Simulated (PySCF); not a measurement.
Species: sum formula SiNH3Cl3 (charge +1, singlet). It need not be the lowest isomer of its formula. 
Structure (B3LYP-D3(BJ)/def2-TZVP (Ansatz) minimum search):
```xyz
8

N     -1.9128     0.2013    -0.1867
Si    -0.0426     0.0045    -0.0042
Cl     0.6594     1.7928    -0.5518
Cl     0.1828    -0.4327     1.9320
Cl     0.3833    -1.4890    -1.2606
H     -2.2702     0.9491     0.4147
H     -2.4056    -0.6597     0.0672
H     -2.1719     0.4313    -1.1504
```
Charge +1, spin multiplicity 1.

Dispersion corrections to the total energy (kcal/mol) from the dftd3 and dftd4 libraries through PySCF: D3(BJ) without and D4 with the three-body term, each with the damping fitted for the functional named.

```tsv
functional	D3(BJ)	D4
TPSSh	-7.93	___
CAM-B3LYP	-5.84	-5.60
B2PLYP	___	-4.44
PW6B95	-4.03	-5.29
HF	-45.37	-20.18
r2SCAN	-1.81	___
B3LYP	-12.05	-10.42
```

**Question.** What belongs in the gaps?

**Answer.** 
- TPSSh, D4: -7.76
- B2PLYP, D3(BJ): -6.05
- r2SCAN, D4: -1.45
